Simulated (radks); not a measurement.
Values are calculated unless marked as measured or tabulated.
The nuclear charge of the dysprosium ion Dy2+ is varied continuously with 64 electrons held in [Xe] 4f10. Level of theory: scalar-relativistic Kohn-Sham, PBE, spin-polarised, spherical densities, point nucleus; open shells are filled with parallel spins first (spin-orbit coupling, left out, can overturn this in heavy ions) (a radial shooting solver on a logarithmic mesh with Libxc functionals). By the Hellmann-Feynman theorem dE/dZ = E(electron-nucleus)/Z, the electronic potential at the nucleus. The scalar-relativistic energy here is not variational (the density holds large components alone), so the two differ by a part that grows with Z.

| Z | E (hartree) | E(electron-nucleus)/Z (hartree) | HOMO | e(HOMO) (eV) | <r> HOMO (bohr) |
|---|---|---|---|---|---|
| 65 | -11708.7484 | -440.226 | 4f | -2.418 | 1.236 |
| 65.25 | -11819.7797 | -442.761 | 4f | -4.806 | 1.045 |
| 65.5 | -11931.4512 | -445.277 | 4f | -7.948 | 0.9721 |
| 65.75 | -12043.7600 | -447.785 | 4f | -11.507 | 0.9261 |
| 66 | -12156.7051 | -450.291 | 4f | -15.379 | 0.8914 |
| 66.25 | -12270.2861 | -452.796 | 4f | -19.517 | 0.8629 |
| 66.5 | -12384.5030 | -455.300 | 4f | -23.889 | 0.8385 |
| 66.75 | -12499.3560 | -457.805 | 4f | -28.477 | 0.8170 |
| 67 | -12614.8456 | -460.312 | 4f | -33.267 | 0.7977 |

The central difference of E at Z = 66 is -453.052 hartree, to compare with the third column; the second derivative is -10.2 hartree.
